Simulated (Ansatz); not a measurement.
Isomers of Cu8Te4⁻ (doublet), relaxed with PBE-D4/def2-SVP; total energies from Ansatz at PBE0-D4/def2-TZVP.

```
isomer                                                                    description   energy (Eh)
     A                    point group Cs; 15 × Cu–Te 2.53 to 2.91 Å; 1 × Cu–Cu 2.36 Å  -14195.19860
     B  point group not assigned; 14 × Cu–Te 2.52 to 2.78 Å; 2 × Cu–Cu 2.34 to 2.60 Å  -14195.19684
     C  point group not assigned; 13 × Cu–Te 2.50 to 2.66 Å; 5 × Cu–Cu 2.39 to 2.68 Å  -14195.18379
     D                    point group Cs; 15 × Cu–Te 2.53 to 2.85 Å; 2 × Cu–Cu 2.43 Å  -14195.18719
```

In the def2 sets Te takes a core potential; there is no spin–orbit coupling. Single mean-field runs in def2-TZVP are fitted with def2-universal-jkfit.

The isomers come from a short search, and lower ones may exist.

**Question.** Work out the relative energies (1 Eh = 2625.5 kJ/mol) and the Boltzmann populations at 298 K from electronic energies alone (R = 8.314 J/mol/K).

**Answer.** ΔE: A 0.0, B 4.6, C 38.9, D 30.0 kJ/mol. RT = 2.48 kJ/mol. Factors exp(−ΔE/RT): A 1, B 0.156, C 1.54e-07, D 5.58e-06; sum 1.156. Populations: A 86.5 %, B 13.5 %, C 0.0 %, D 0.0 %. Zero-point energy, vibrational entropy and symmetry numbers are left out and can shift these; an error of 4 kJ/mol changes a ratio by a factor of 5.0. Over the other density-functional and correlated levels in def2 sets, the gap between A and B ranges from -2 to 4 kJ/mol.
